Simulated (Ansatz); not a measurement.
BClH₄OSi, SMILES `OB([SiH3])Cl` at its PBE0-D4/def2-TZVP geometry, where that method's forces vanish. Charge 0, multiplicity 1.

```xyz
8

O     1.7461    0.5973    0.1528
B     0.7371   -0.2885    0.1306
Si   -1.1772    0.2833   -0.1877
Cl    1.0914   -2.0121    0.3890
H     2.6108    0.2014    0.3140
H    -1.2950    1.7512   -0.3907
H    -2.0079   -0.1143    0.9812
H    -1.7052   -0.4182   -1.3892
```

(1) What forces (eV/Å) does r2SCAN-D4/def2-TZVPP give on these atoms in the Gaussian-basis code of Ansatz? (Estimate.)

Answers

(1) The calculation gave: 
```
O1   0.124  0.165 -0.005
B2  -0.197 -0.008 -0.024
Si3  0.008  0.013 -0.001
Cl4  0.024 -0.143  0.021
H5   0.038 -0.016  0.007
H6  -0.008 -0.026  0.002
H7   0.009  0.004 -0.026
H8   0.002  0.011  0.025
```
